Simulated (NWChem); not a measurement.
Total energies of C2H5S

```
S
C 1 1.7212
H 2 1.0911 1 116.55
H 2 1.0922 3 120.37 1 163.96
C 1 1.8201 2 101.78 3 -177.55
H 5 1.0988 1 107.08 2 -178.79
H 5 1.0999 6 109.34 1 120.00
H 5 1.1005 6 109.07 7 120.13
```
Charge 0, spin multiplicity 2.

Program: NWChem. All single points use one geometry, from UB3LYP/def2-SVP, a minimum by its harmonic frequencies. It is one conformer; others weren't searched.

Basis set: def2-SVP (71 functions).

```
method        total energy (Ha)  relative cost
------------  -----------------  -------------
UHF                  -475.94167              1
UMP2                 -476.33867        under 3
UB2PLYP              -476.92405        under 3
UPBE                 -476.87992        under 3
UB3LYP               -477.18600        under 3
ULDA (SVWN5)         -475.03354        under 3
```

Total energies of different functionals aren't comparable as a measure of quality: only differences taken within one method are. Relative cost: rough, from shared machines, SCF included, UHF = 1.

The correlated methods keep 7 core orbitals frozen. B3LYP has NWChem's definition, with VWN1-RPA local correlation. The structure started from a generated list of species. No SCF solution was tested for a lower state. Open-shell Hartree-Fock references start from PBE0 orbitals; any time given for them includes that run.
